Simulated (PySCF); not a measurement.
**How methods differ on the ionisation energy of Mn¹⁹⁺**

Mn¹⁹⁺ [He] 2s2 2p2 [2p1/2^2, M_J = 0] → Mn²⁰⁺ [He] 2s2 2p1 [2p1/2^1, M_J = 1/2], as a difference of total energies. Calculation: PySCF 2.14, in an uncontracted even-tempered set (17 s from 4.6 bohr⁻², ratio 2.4; 11 p from 6 bohr⁻², ratio 2.4; 5 d from 22 bohr⁻², ratio 2.6; 5 f from 33 bohr⁻², ratio 2.6); the two-component X2C-1e Hamiltonian. Correlated levels: nothing frozen; the 28 highest virtual spinors dropped. "Screened" scales the spin-orbit matrix elements by Boettger's factors to mimic the two-electron term; Breit and QED terms are absent.

```tsv
method	ionisation energy (eV)
GHF (spin-free)	1537.4
GMP2 (spin-free)	1537.4
GHF (screened spin-orbit)	1536.5
GMP2 (screened spin-orbit)	1537.1
```

The labels give the starting determinants; with spin-orbit coupling the two ends relaxed to ⟨J²⟩ = 0.80, ⟨L²⟩ = 1.78, ⟨S²⟩ = 1.77 and ⟨J²⟩ = 0.75, ⟨L²⟩ = 2.00, ⟨S²⟩ = 0.75.

The determinant of Mn¹⁹⁺ mixes levels of different J (the jj label is only the starting occupation), so the difference between spin-free and spin-orbit rows is not the physical spin-orbit shift.

For comparison: 1537.2 ± 0.8 eV (semi-empirical (NIST evaluation); NIST Atomic Spectra Database, ionization energies).
